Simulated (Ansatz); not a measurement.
`C[Si](N)(Cl)Br` + H–F → `C[Si](N)(F)Cl` + HBr at 700 K and 1 bar (ligand exchange at the Si–Br bond).

Calculated with Ansatz (gas phase, PBE0-D4/def2-TZVP geometries, no zero-point term in ΔE). CCSD(T)/CBS adds triple-zeta CCSD(T) − MP2 to the extrapolated MP2 energy (def2 sets, frozen cores). This one scheme is used for every species. For Br outer-core shells are correlated without core-valence functions, which leaves a few kJ/mol of doubt a bond. Scalar relativity is left out up to krypton. Each species was taken in one conformer, which may not be the lowest.

```json
{"species": "`C[Si](N)(Cl)Br`", "CCSD(T)/CBS energy (Eh)": "-3418.10250", "H − E (kJ/mol)": "256.9", "S (J/(mol·K))": "497.4"}
{"species": "H–F", "CCSD(T)/CBS energy (Eh)": "-100.39570", "H − E (kJ/mol)": "45.2", "S (J/(mol·K))": "198.5"}
{"species": "`C[Si](N)(F)Cl`", "CCSD(T)/CBS energy (Eh)": "-944.59780", "H − E (kJ/mol)": "258.5", "S (J/(mol·K))": "471.9"}
{"species": "HBr", "CCSD(T)/CBS energy (Eh)": "-2573.91920", "H − E (kJ/mol)": "36.5", "S (J/(mol·K))": "223.7"}
```

H − E and S are ideal-gas, rigid-rotor, harmonic terms from PBE0-D4/def2-TZVP, for one conformer and one mirror image of each species. 1 Eh = 2625.50 kJ/mol, R = 8.31446 J/(mol·K).

Task: By hand: ΔE, ΔH, ΔS and ΔG.

Result: ΔE = (-944.59780) + (-2573.91920) − (-3418.10250) − (-100.39570) = -0.01880 Eh = -49.4 kJ/mol. Δ(H − E) = 258.5 + 36.5 − 256.9 − 45.2 = -7.1, so ΔH = -56.5 kJ/mol. ΔS = 471.9 + 223.7 − 497.4 − 198.5 = -0.3 J/(mol·K). ΔG = -56.5 − 700 × (-0.3)/1000 = -56.3 kJ/mol.

Task: By hand: the equilibrium constant, and the temperature at which ΔG would vanish if ΔH and ΔS stayed fixed.

Result: log₁₀ K = −ΔG/(RT ln 10) = 4.2. ΔG = 0 at ΔH/ΔS = 188333 K, far beyond where these terms or the molecules hold.

The number of gas molecules stays the same, so ΔS is small and ΔH decides. A doubt of 5 kJ/mol in ΔE shifts log₁₀ K by 0.4 here. Other conformers and mirror images would add mixing entropy, several J/(mol·K) or more a flexible species. These are equilibria of isolated gas molecules and say nothing of rates. Largest T1 diagnostic: 0.010 (customary marks: 0.02 for closed shells, 0.045 for open ones).
